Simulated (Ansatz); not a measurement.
**Two structures, one formula**

Two relaxed structures of ZnAlH2, doublet (PBE0-D4/def2-TZVP; forces vanish, vibrations not checked).

A:

```xyz
4
angstrom
Al -0.2816 0.2622 0.0519
Zn 2.0412 -0.6561 0.9893
H -1.5511 -0.6845 0.2814
H -0.2084 1.0785 -1.3225
```

B:

```
4
angstrom
Al -0.2008 0.1383 0.0940
Zn 1.9102 -0.7108 1.1624
H -1.6358 -0.5833 0.1853
H 3.3148 -1.0887 1.7555
```

Computed with Ansatz 0.2.0 (basis: def2-TZVPP); correlated methods freeze the cores; orbitals are unrestricted. The 3s and 3p shells of Cu and Zn are frozen; filled d shells are correlated. B3LYP uses VWN-RPA correlation.

**Question.** Which structure is lower at CCSD(T), and by how much? (Judge from chemistry; the value comes from the calculation.)

**Answer.** Computed: A, by 0.277 eV (electronic energy, against the other). By their contacts, A is ZnAlH₂ ([AlH2][Zn]) and B is ZnAlH₂ ([AlH][ZnH]).

All methods give the same order:

```csv
method,E(B) − E(A) (eV)
PBE-D4,0.338
r2SCAN-D4,0.269
PBE0-D4,0.294
B3LYP-D4,0.422
wB97M-V,0.288
HF,0.344
MP2,0.180
CCSD,0.284
CCSD(T),0.277
```

T1 diagnostic: at most 0.028. ⟨S²⟩ of the unrestricted Hartree–Fock references: 0.78 to 0.84 (a pure state has 0.75). The unrestricted reference is spin-contaminated, which hurts MP2 most.

Labels in which every atom is bracketed show which atoms are joined, not bond orders.

For scale, one of the runs: CCSD(T)/def2-TZVPP, 134 basis functions, launched by `ansatz run in.yaml --threads 2 --pin off --events-out ev --progress --plain --max-ram 4352MiB`. The run took 33 s on 2 CPU threads of an Arm Neoverse V1 (shared host), with 1.3 GiB of host memory at its peak.
